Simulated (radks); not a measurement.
Q: These are the eigenvalues of the occupied orbitals of an atom or ion with whole-number occupations (Ry). All-electron calculation, non-relativistic Kohn-Sham, PBE, spin-unpolarised, spherical densities, point nucleus. Program: a radial shooting solver on a logarithmic mesh with Libxc functionals.

1s: -692.7957
2s: -84.70737
2p: -74.83694
3s: -10.70962
3p: -7.57562
3d: -2.28442

Which element is it, and in what charge state? The configuration may be excited.

A: Z = 30, zinc, charge +2: Zn2+ in [Ar] 3d10. The list shows which subshells hold electrons but not how many an open one holds; the 1s level, -346.4 hartree, gives Z - s = 26.3 by -(Z - s)^2/2, which with screening narrows Z to a few neighbours, and the depths of the outer levels then fix element, charge and occupations together.
